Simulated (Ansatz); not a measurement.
Geometry optimisation, Ansatz, RKS r2SCAN-D4/def2-SVP.

input.yaml

```yaml
crystal:
  periodic: [false, false, false]
  atoms:
    - { symbol: B, position_ang: [-0.127435, -0.271918, -0.142975] }
    - { symbol: H, position_ang: [-0.09355, -0.63135, 1.000989] }
    - { symbol: O, position_ang: [1.014603, -0.075234, -0.881865] }
    - { symbol: H, position_ang: [1.817033, -0.263964, -0.386888] }
    - { symbol: "N", position_ang: [-1.371511, -0.099492, -0.782616] }
    - { symbol: H, position_ang: [-2.258776, -0.24103, -0.32062] }
    - { symbol: H, position_ang: [-1.445521, 0.158859, -1.759674] }
    - { symbol: "N", position_ang: [-0.209911, 2.116612, 1.230435] }
    - { symbol: H, position_ang: [-0.933152, 2.110216, 0.511183] }
    - { symbol: H, position_ang: [0.666574, 2.212526, 0.715138] }
    - { symbol: H, position_ang: [-0.206353, 1.140974, 1.584393] }
basis:
  gaussian: { orbitals: def2-SVP }
hamiltonian:
  xc: r2scan
  dispersion: d4
relax:
  f_tol: 0.03
  max_steps: 50
output:
  orbitals: {}
```

Command:

```bash
$ ansatz run input.yaml --threads 2 --pin off --max-ram 3072MiB --backend cpu --events-out ev --progress --plain --runs-dir out
```

Problem. Where does it end, and by what steps?

Solution. It converged. After 10 steps the energy has fallen by 0.155 eV; H11 moved furthest, 0.69 Å.

| step | energy less start (eV) | largest force component (eV/Å) | accepted |
| --- | --- | --- | --- |
| 0 | 0.0000 | 0.872 | yes |
| 1 | -0.1071 | 0.350 | yes |
| 2 | -0.1137 | 0.532 | yes |
| 3 | -0.1309 | 0.722 | yes |
| 4 | -0.1422 | 0.332 | yes |
| 5 | -0.1439 | 0.163 | yes |
| 6 | -0.1483 | 0.234 | yes |
| 7 | -0.1531 | 0.053 | yes |
| 8 | -0.1544 | 0.030 | yes |
| 9 | -0.1547 | 0.072 | yes |
| 10 | -0.1549 | 0.022 | yes |

```xyz
11
Properties=species:S:1:pos:R:3
B -0.162 -0.436 -0.227
H -0.154 -1.019 0.837
O 0.999 -0.034 -0.843
H 1.781 -0.282 -0.340
N -1.385 -0.180 -0.869
H -2.276 -0.475 -0.496
H -1.435 0.269 -1.776
N -0.140 2.376 1.221
H -0.964 2.069 0.699
H 0.636 2.174 0.589
H -0.048 1.692 1.974
```

Whether the end is a true minimum wasn't checked by a vibrational analysis.

Run time: 25 s on 2 threads of Arm Neoverse V2, on a shared host, peak memory 0.14 GiB.
